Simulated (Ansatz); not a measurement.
Process, species as SMILES: [SeH] (SeH) → H atom + Se atom
B3LYP-D3(BJ)/def2-TZVP geometries, fixed; electronic energies without zero-point terms.
Largest species:
```
Se
H 1 1.4749
```
Charge 0, spin multiplicity 2.

Basis-set convergence of the atomisation energy at r2SCAN with Ansatz (a quantum-chemistry and plane-wave program). Cartesian d functions, on some or all atoms, in 6-31G**; all else is spherical. The program fits the integrals of some runs and decomposes those of others, by size. Open shells are unrestricted. No added dispersion term, no relativity. Functions are those of the species that has most. Reference: the value in aug-cc-pV5Z, 79.26 kcal/mol, itself unsure by roughly 0.02 kcal/mol (its mean distance from pcseg-4, aug-pcseg-3, aug-cc-pVQZ). Deviations are taken from unrounded values.

```
basis        functions  atomisation energy (kcal/mol)  minus reference (kcal/mol)
-----------  ---------  -----------------------------  --------------------------
pcseg-0             24                          68.69                      -10.57
def2-SVP            37                          78.71                       -0.55
6-31G**             40                          78.41                       -0.85
aug-cc-pVDZ         45                          78.51                       -0.75
aug-pcseg-1         45                          78.66                       -0.60
6-311G**            50                          78.58                       -0.68
def2-TZVPP          62                          79.34                        0.08
aug-cc-pVTZ         82                          79.23                       -0.03
pcseg-3            101                          79.22                       -0.04
def2-QZVP          105                          79.24                       -0.02
aug-cc-pVQZ        139                          79.28                        0.02
aug-pcseg-3        142                          79.22                       -0.04
pcseg-4            172                          79.26                        0.00
```

The smallest set listed that lies within 4 kcal/mol of the reference with all its larger relatives (same family, alike in diffuse functions; a set with none counts only in the reference's own line) is def2-SVP (37 functions, -0.55 kcal/mol off). (Relatives not listed, tested too: def2-TZVP -0.27, aug-pcseg-2 -0.06, def2-QZVPP 0.02, aug-cc-pV5Z 0.00 kcal/mol.)
